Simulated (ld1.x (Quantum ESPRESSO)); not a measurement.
## Reading a pseudo-wave (manganese (Mn))

Columns: radius, all-electron u(r) and pseudo u(r) of the 4s shell (level -6.09 eV) of manganese in the configuration [Ar] 3d5 4s1 4p1; PBE, scalar-relativistic, PAW scheme, ld1.x (Quantum ESPRESSO) 7.5.

| r (bohr) | all-electron | pseudo |
| --- | --- | --- |
| 0.150 | -0.1484 | -0.0170 |
| 0.300 | -0.0558 | -0.0367 |
| 0.450 | 0.1734 | -0.0614 |
| 0.600 | 0.2765 | -0.0929 |
| 0.750 | 0.2470 | -0.1322 |
| 0.900 | 0.1395 | -0.1794 |
| 1.050 | 0.0017 | -0.2335 |
| 1.200 | -0.1375 | -0.2929 |
| 1.350 | -0.2634 | -0.3550 |
| 1.500 | -0.3699 | -0.4169 |
| 1.650 | -0.4554 | -0.4753 |
| 1.800 | -0.5211 | -0.5271 |
| 1.950 | -0.5689 | -0.5698 |
| 2.100 | -0.6013 | -0.6013 |
| 2.250 | -0.6206 | -0.6206 |
| 2.400 | -0.6291 | -0.6291 |
| 2.550 | -0.6287 | -0.6287 |
| 2.700 | -0.6212 | -0.6212 |
| 2.850 | -0.6079 | -0.6079 |
| 3.000 | -0.5902 | -0.5902 |
| 3.150 | -0.5691 | -0.5691 |
| 3.300 | -0.5456 | -0.5456 |
| 3.450 | -0.5203 | -0.5203 |
| 3.600 | -0.4940 | -0.4940 |
| 3.750 | -0.4672 | -0.4672 |
| 3.900 | -0.4403 | -0.4403 |

(1) How many radial nodes do the two functions have?

(2) At about which radius was the pseudo-wave matched?

(3) Is the pseudo-wave norm-conserving?

## Answers

(1) The all-electron 4s function has n − l − 1 = 3 (the table is too coarse to show those close to the nucleus); the pseudo-wave has 0, since the states of the same l below it are removed with the core.

(2) 2.15 bohr, where the columns begin to agree (steps of 0.15 bohr).

(3) No, it belongs to a PAW set: the norm inside the radius is not constrained, and the difference is carried by the augmentation charge.
